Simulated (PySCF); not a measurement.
# CaIn⁺ at M06

Level: M06. PySCF, scalar-relativistic core potentials, basis sets Ca def2-SVPD, In def2-SVPD with ECP28.

```
state                                                                                                              : ¹Σ⁺ (singlet), closed shell
bond length                                                                                                        : 3.620 Å
harmonic wavenumber                                                                                                : 109 cm⁻¹
force constant                                                                                                     : 0.206 mdyn/Å
rotational constant Be                                                                                             : 0.04338 cm⁻¹
anharmonicity ωexe                                                                                                 : 0.398 cm⁻¹
vibration–rotation constant αe                                                                                     : 0.000226 cm⁻¹
well depth De to Ca + In⁺                                                                                          : 1.30 eV
dissociation energy D0                                                                                             : 1.29 eV
HOMO–LUMO gap                                                                                                      : 2.33 eV
bond order (Mayer)                                                                                                 : 0.76
dipole moment (positive dipole points towards In; it is taken about the centre of mass and depends on that origin) : -5.87 D
```

Closed-shell solutions of metal pairs were not tested for spin polarisation, which can lower them a little. Spin–orbit coupling is left out. For an ion De counts to the pair picked by the measured ionisation energies or electron affinities, which need not be the lowest pair at this level.
